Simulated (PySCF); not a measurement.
Cl₃Y (SMILES [Cl][Y]([Cl])[Cl]), singlet, geometry from GFN2-xTB (such geometries of metal compounds can be far from the true shape) (core potentials on Y). Base run: HF/def2-SV(P) (PySCF).

Input for PySCF:
```python
from pyscf import gto, scf

mol = gto.M(
    atom='''
Y     0.23273299    0.60598762    0.37640734
Cl    1.71306890   -0.82911873   -0.86829729
Cl   -0.87640660   -1.25795858    1.42317771
Cl   -1.37057916    0.69687040   -1.41840315
''',
    basis='def2-sv(p)',
    ecp={'Y': 'def2-sv(p)'},
    verbose=4,
)

mf = scf.RHF(mol)
mf.kernel()
```

The base run was repeated with changes; each row names its change, and settings that it needs were set with it.

```tsv
change	basis functions	E (Eh)	HOMO (eV)	HOMO-LUMO gap (eV)	dipole (D)
base	78	-1416.18820	-11.19	9.96	9.99
basis = x2c-SVPall; relativity = none (without ecp={'Y': 'def2-sv(p)'})	107	-4679.61597	-11.15	10.20	9.65
basis = x2c-SVPall; relativity = spin-free X2C (without ecp={'Y': 'def2-sv(p)'})	107	-4765.22595	-11.14	10.08	9.65
basis = cc-pVTZ-DK; relativity = spin-free X2C; nucleus = Gaussian (with nucmod='G'; without ecp={'Y': 'def2-sv(p)'})	179	-4765.95176	-11.25	10.05	9.40
basis = cc-pVTZ-DK; relativity = none (without ecp={'Y': 'def2-sv(p)'})	179	-4668.20646	-11.27	10.13	9.38
basis = cc-pVTZ-DK; relativity = spin-free X2C (without ecp={'Y': 'def2-sv(p)'})	179	-4765.99545	-11.25	10.05	9.40
basis = ANO-RCC-VDZP; relativity = spin-free X2C (without ecp={'Y': 'def2-sv(p)'})	97	-4765.97166	-11.35	10.09	9.82
basis = ANO-RCC-VDZP; relativity = spin-free X2C; nucleus = Gaussian (with nucmod='G'; without ecp={'Y': 'def2-sv(p)'})	97	-4765.93139	-11.35	10.09	9.82
basis = x2c-SVPall; relativity = spin-free X2C; nucleus = Gaussian (with nucmod='G'; without ecp={'Y': 'def2-sv(p)'})	107	-4765.19444	-11.14	10.08	9.65
basis = ANO-RCC-VDZP; relativity = none (without ecp={'Y': 'def2-sv(p)'})	97	-4668.85098	-11.38	10.17	9.84
```

Absolute energies of different levels of theory aren't comparable as measures of quality.

Basis sets contracted for a relativistic Hamiltonian are a mismatch without it, so the rows without relativity aren't non-relativistic limits. No row has spin-orbit coupling; sets with core potentials leave out the core electrons.
